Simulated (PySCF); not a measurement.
Si(F)3(SiH3) (F₃H₃Si₂), SMILES [SiH3][Si](F)(F)F.

The structure is a stationary point at PBE0-D3(BJ)/def2-SVP.

Two levels are set side by side: PBE/def2-TZVP (PySCF) and CAM-B3LYP/def2-TZVP (PySCF). Same geometry, gas phase. Differences are taken from unrounded values.

```
quantity                       PBE
---------------------------  -----
orbital gap (eV)              6.88
highest occupied level (eV)  -8.15
lowest empty level (eV)      -1.27
dipole moment (D)             2.14
mean polarisability (bohr³)   52.6
```

### Question
These are the PBE values. What does CAM-B3LYP give? (Estimate from the structure and the level; the computed values follow.)

### Answer

| quantity | CAM-B3LYP | PBE minus CAM-B3LYP |
|---|---|---|
| orbital gap (eV) | 11.54 | -4.66 |
| highest occupied level (eV) | -10.86 | 2.71 |
| lowest empty level (eV) | 0.68 | -1.95 |
| dipole moment (D) | 2.34 | -0.20 |
| mean polarisability (bohr³) | 49.4 | 3.1 |

Without exact exchange PBE keeps part of each electron's self-repulsion, which lifts occupied levels and narrows the gap. Loosely held outer electrons make PBE densities more polarisable. Differences between two approximate levels are no errors against the true value.

Rough cost on one machine, each run with all the roots and properties that it gave: CAM-B3LYP against PBE within a factor of 2.
